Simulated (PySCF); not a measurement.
**The third ionisation energy along the 3d series**

All values are computed (PySCF 2.14, energy differences of UHF-based or UKS calculations, no spin-orbit coupling). Values in eV. The last column holds reference values (NIST; (s) semi-empirical, (t) theoretical, else measured). Unmarked ones compare directly (S terms, centres of terms, or small fine structure); those marked * lie between the lowest fine-structure levels and include a spin-orbit shift.

| element | configurations | LDA | PBE | PBE0 | SCS-MP2 (valence) | MP2 (valence and next inner shell) | SCS-MP2 (valence and next inner shell) | reference |
| --- | --- | --- | --- | --- | --- | --- | --- | --- |
| Sc (x2c-QZVPPall with one added diffuse shell each of s, p, d, f, g type, spin-free X2C) | [Ar] 3d1 → [Ar] | 25.411 | 25.370 | 25.222 | n/a | 24.356 | 24.313 | 24.757 * |
| Ti (x2c-QZVPPall with one added diffuse shell each of s, p, d, f, g type, spin-free X2C) | [Ar] 3d2 → [Ar] 3d1 | 28.069 | 27.987 | 27.863 | 26.669 | 27.226 | 27.126 | 27.492 * |
| V (x2c-QZVPPall with one added diffuse shell each of s, p, d, f, g type, spin-free X2C) | [Ar] 3d3 → [Ar] 3d2 | 30.091 | 29.843 | 29.663 | 28.305 | 29.199 | 28.916 | 29.311 * |
| Cr (x2c-QZVPPall with one added diffuse shell each of s, p, d, f, g type, spin-free X2C) | [Ar] 3d4 → [Ar] 3d3 | 31.964 | 31.532 | 31.322 | 29.906 | 31.072 | 30.611 | 30.959 ± 0.025 * |
| Mn (x2c-QZVPPall with one added diffuse shell each of s, p, d, f, g type, spin-free X2C) | [Ar] 3d5 → [Ar] 3d4 | 34.477 | 34.080 | 33.895 | 32.648 | 33.821 | 33.280 | 33.668 ± 0.012 * |
| Fe (x2c-QZVPPall with one added diffuse shell each of s, p, d, f, g type, spin-free X2C) | [Ar] 3d6 → [Ar] 3d5 | 31.685 | 31.492 | 31.001 | 30.172 | 30.450 | 30.440 | 30.651 ± 0.012 * |
| Co (x2c-QZVPPall with one added diffuse shell each of s, p, d, f, g type, spin-free X2C) | [Ar] 3d7 → [Ar] 3d6 | 34.387 | 34.148 | 33.698 | 33.200 | 33.505 | 33.450 | 33.5 ± 0.06 (s) * |
| Ni (x2c-QZVPPall with one added diffuse shell each of s, p, d, f, g type, spin-free X2C) | [Ar] 3d8 → [Ar] 3d7 | 36.303 | 35.835 | 35.328 | 34.907 | 35.465 | 35.247 | 35.187 ± 0.019 * |

"Valence" correlates the outer s and p shells and, in groups 3 to 12 and the f block, the outer d or f shell, open or full, or the next shell where the ion has no valence electron left; the wider scheme adds the next inner shell.
